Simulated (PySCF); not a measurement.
F$_{4}$V, doublet, at a GFN2-xTB geometry (such geometries of metal compounds can be far from the true shape) (the multiplicity is a formal guess), with bond 4-1 at 2.0 times its length; HF/STO-3G (PySCF).

Input for PySCF:
```python
from pyscf import gto, scf

mol = gto.M(
    atom='''
V    -0.000000    0.000000    0.000000
F     0.754420    0.947743   -1.105966
F     0.398502   -1.087012    1.161950
F    -1.326610   -2.126805   -2.116344
F    -0.489617    1.202672    1.002188
''',
    basis='sto-3g',
    charge=0,
    spin=1,
    verbose=4,
)

mf = scf.UHF(mol)
mf.damp = 0.5
mf.diis_start_cycle = 5
mf.kernel()
mf.analyze()
```

### Question
Predict the main parts of the log of this PySCF run.

### Answer

```
PySCF version 2.14.0

[INPUT] verbose = 4
[INPUT] num. atoms = 5
[INPUT] num. electrons = 59
[INPUT] charge = 0
[INPUT] spin (= nelec alpha-beta = 2S) = 1
[INPUT] symmetry False subgroup None
[INPUT] Mole.unit = angstrom
[INPUT] Symbol           X                Y                Z      unit          X                Y                Z       unit  Magmom
[...]
nuclear repulsion = 314.061200159681
number of shells = 20
number of NR pGTOs = 114
number of NR cGTOs = 38
basis = sto-3g
ecp = {}

******** <class 'pyscf.scf.uhf.UHF'> ********
method = UHF
initial guess = minao
damping factor = 0.5
level_shift factor = 0
DIIS = <class 'pyscf.scf.diis.CDIIS'>
diis_start_cycle = 5
diis_space = 8
diis_damp = 0
SCF conv_tol = 1e-09
SCF conv_tol_grad = None
SCF max_cycles = 50
direct_scf = True
direct_scf_tol = 1e-13
number electrons alpha = 30  beta = 29
Set gradient conv threshold to 3.16228e-05
init E= -1323.43096445621

cycle= 1 E= -1324.50720062194  delta_E= -1.08  |g|= 0.792  |ddm|= 2.14
cycle= 2 E= -1325.15786609453  delta_E= -0.651  |g|= 0.173  |ddm|= 1.39
cycle= 3 E= -1325.27324342639  delta_E= -0.115  |g|=  0.2  |ddm|= 0.709
cycle= 4 E= -1325.34329826794  delta_E= -0.0701  |g|= 0.126  |ddm|= 0.363
cycle= 5 E= -1325.37739391236  delta_E= -0.0341  |g|= 0.0494  |ddm|= 0.321
cycle= 6 E= -1325.38243338743  delta_E= -0.00504  |g|= 0.0206  |ddm|= 0.124
cycle= 7 E= -1325.3838043887  delta_E= -0.00137  |g|= 0.0109  |ddm|= 0.0849
cycle= 8 E= -1325.38456904372  delta_E= -0.000765  |g|= 0.00996  |ddm|= 0.0645
cycle= 9 E= -1325.38500235429  delta_E= -0.000433  |g|= 0.0101  |ddm|= 0.0358
cycle= 10 E= -1325.38486423151  delta_E= 0.000138  |g|= 0.00999  |ddm|= 0.0112
cycle= 11 E= -1325.38344850836  delta_E= 0.00142  |g|= 0.00826  |ddm|= 0.131
cycle= 12 E= -1325.38223939946  delta_E= 0.00121  |g|= 0.00534  |ddm|= 0.192
cycle= 13 E= -1325.38220104526  delta_E= 3.84e-05  |g|= 0.0032  |ddm|= 0.0446
cycle= 14 E= -1325.38212898735  delta_E= 7.21e-05  |g|= 0.00198  |ddm|= 0.0534
cycle= 15 E= -1325.38214011389  delta_E= -1.11e-05  |g|= 0.00158  |ddm|= 0.0167
cycle= 16 E= -1325.38216744674  delta_E= -2.73e-05  |g|= 0.00127  |ddm|= 0.0201
cycle= 17 E= -1325.38217285878  delta_E= -5.41e-06  |g|= 0.000781  |ddm|= 0.0132
cycle= 18 E= -1325.38217712897  delta_E= -4.27e-06  |g|= 0.00068  |ddm|= 0.00767
cycle= 19 E= -1325.38218026274  delta_E= -3.13e-06  |g|= 0.00064  |ddm|= 0.00454
cycle= 20 E= -1325.38218468048  delta_E= -4.42e-06  |g|= 0.000594  |ddm|= 0.00669
cycle= 21 E= -1325.38218805551  delta_E= -3.38e-06  |g|= 0.000579  |ddm|= 0.0051
cycle= 22 E= -1325.38219289251  delta_E= -4.84e-06  |g|= 0.000564  |ddm|= 0.00711
cycle= 23 E= -1325.38220206072  delta_E= -9.17e-06  |g|= 0.000539  |ddm|= 0.0141
cycle= 24 E= -1325.38221013512  delta_E= -8.07e-06  |g|= 0.000528  |ddm|= 0.0131
cycle= 25 E= -1325.38221324812  delta_E= -3.11e-06  |g|= 0.000524  |ddm|= 0.00495
cycle= 26 E= -1325.38221697089  delta_E= -3.72e-06  |g|= 0.000519  |ddm|= 0.00561
cycle= 27 E= -1325.38222050394  delta_E= -3.53e-06  |g|= 0.000517  |ddm|= 0.00525
cycle= 28 E= -1325.38222396233  delta_E= -3.46e-06  |g|= 0.000515  |ddm|= 0.00495
cycle= 29 E= -1325.38222754242  delta_E= -3.58e-06  |g|= 0.000514  |ddm|= 0.00503
cycle= 30 E= -1325.38223401283  delta_E= -6.47e-06  |g|= 0.000512  |ddm|= 0.00902
cycle= 31 E= -1325.38223741885  delta_E= -3.41e-06  |g|= 0.000512  |ddm|= 0.00472
cycle= 32 E= -1325.3822399319  delta_E= -2.51e-06  |g|= 0.000512  |ddm|= 0.00349
cycle= 33 E= -1325.38224418609  delta_E= -4.25e-06  |g|= 0.000511  |ddm|= 0.00591
cycle= 34 E= -1325.38225056516  delta_E= -6.38e-06  |g|= 0.000511  |ddm|= 0.00887
cycle= 35 E= -1325.38226308353  delta_E= -1.25e-05  |g|= 0.00051  |ddm|= 0.0174
cycle= 36 E= -1325.38227854291  delta_E= -1.55e-05  |g|= 0.000509  |ddm|= 0.0216
cycle= 37 E= -1325.38230191935  delta_E= -2.34e-05  |g|= 0.000506  |ddm|= 0.0328
cycle= 38 E= -1325.38233318251  delta_E= -3.13e-05  |g|= 0.000503  |ddm|= 0.0443
cycle= 39 E= -1325.38237204652  delta_E= -3.89e-05  |g|= 0.000494  |ddm|= 0.0559
cycle= 40 E= -1325.38252433921  delta_E= -0.000152  |g|= 0.00142  |ddm|= 0.241
cycle= 41 E= -1325.38255820315  delta_E= -3.39e-05  |g|= 0.00191  |ddm|= 0.0639
cycle= 42 E= -1325.38255948775  delta_E= -1.28e-06  |g|= 0.00194  |ddm|= 0.00278
cycle= 43 E= -1325.38255831435  delta_E= 1.17e-06  |g|= 0.00191  |ddm|= 0.0026
cycle= 44 E= -1325.3824951539  delta_E= 6.32e-05  |g|= 0.000673  |ddm|= 0.119
cycle= 45 E= -1325.38251765178  delta_E= -2.25e-05  |g|= 0.000721  |ddm|= 0.0366
cycle= 46 E= -1325.38251142483  delta_E= 6.23e-06  |g|= 0.000648  |ddm|= 0.0105
cycle= 47 E= -1325.38249412064  delta_E= 1.73e-05  |g|= 0.00048  |ddm|= 0.0287
cycle= 48 E= -1325.38248895046  delta_E= 5.17e-06  |g|= 0.000465  |ddm|= 0.00849
cycle= 49 E= -1325.38249121139  delta_E= -2.26e-06  |g|= 0.000462  |ddm|= 0.00355
cycle= 50 E= -1325.38249797346  delta_E= -6.76e-06  |g|= 0.00046  |ddm|= 0.0109
SCF not converged.
SCF energy = -1325.38249797346 after 50 cycles  <S^2> = 0.77837579  2S+1 = 2.0281773
**** SCF Summaries ****
Total Energy =                       -1325.382497973462705
Nuclear Repulsion Energy =             314.061200159680652
One-electron Energy =                -2458.501009458400404
Two-electron Energy =                  819.057311325257274
Two-electron Coulomb Energy =          903.988653502525835
DFT Exchange-Correlation Energy =      -84.931342177268561
**** MO energy ****
                             alpha | beta                alpha | beta
[...]
To work with the spin densities directly, `use mulliken_meta_spin()` only printing them here.

 ** Mulliken spin pop alpha/beta on meta-lowdin orthogonal AOs **
 ** Mulliken Spin Density (per AO)  **
spin_pop of  0 V 1s       -0.00000
spin_pop of  0 V 2s       -0.00000
spin_pop of  0 V 3s       -0.00006
spin_pop of  0 V 4s       -0.07833
spin_pop of  0 V 2px      -0.00000
spin_pop of  0 V 2py      -0.00000
spin_pop of  0 V 2pz      -0.00000
spin_pop of  0 V 3px      -0.00003
spin_pop of  0 V 3py       0.00000
spin_pop of  0 V 3pz       0.00002
spin_pop of  0 V 4px      -0.00273
spin_pop of  0 V 4py      -0.00841
spin_pop of  0 V 4pz      -0.00900
spin_pop of  0 V 3dxy      0.05710
spin_pop of  0 V 3dyz     -0.01684
spin_pop of  0 V 3dz^2    -0.00451
spin_pop of  0 V 3dxz      0.06823
spin_pop of  0 V 3dx2-y2    0.01309
spin_pop of  1 F 1s       -0.00000
spin_pop of  1 F 2s       -0.00114
spin_pop of  1 F 2px       0.00184
spin_pop of  1 F 2py      -0.00138
spin_pop of  1 F 2pz       0.00009
spin_pop of  2 F 1s       -0.00000
spin_pop of  2 F 2s       -0.00114
spin_pop of  2 F 2px       0.00134
spin_pop of  2 F 2py      -0.00006
spin_pop of  2 F 2pz      -0.00072
spin_pop of  3 F 1s       -0.00000
spin_pop of  3 F 2s       -0.00000
spin_pop of  3 F 2px       0.00084
spin_pop of  3 F 2py       0.54782
spin_pop of  3 F 2pz       0.44703
spin_pop of  4 F 1s       -0.00000
spin_pop of  4 F 2s       -0.00298
spin_pop of  4 F 2px      -0.00025
spin_pop of  4 F 2py      -0.00547
spin_pop of  4 F 2pz      -0.00435
 ** Mulliken Spin Density (per atom)  **
spin density of  0 V =      0.01854
spin density of  1 F =     -0.00059
spin density of  2 F =     -0.00059
spin density of  3 F =      0.99568
spin density of  4 F =     -0.01305
 ** Mulliken pop alpha/beta on meta-lowdin orthogonal AOs **
 ** Mulliken pop       alpha | beta **
[...]
In total            30.00000 | 29.00000
 ** Mulliken atomic charges   ( Nelec_alpha | Nelec_beta ) **
charge of  0V =      1.06209  (    10.97822     10.95968 )
charge of  1F =     -0.36214  (     4.68077      4.68136 )
charge of  2F =     -0.36214  (     4.68077      4.68136 )
charge of  3F =     -0.00078  (     4.99823      4.00255 )
charge of  4F =     -0.33703  (     4.66199      4.67504 )
Dipole moment(X, Y, Z, Debye):  0.29892, -0.99746, -0.84801
```

Convergence was not reached.
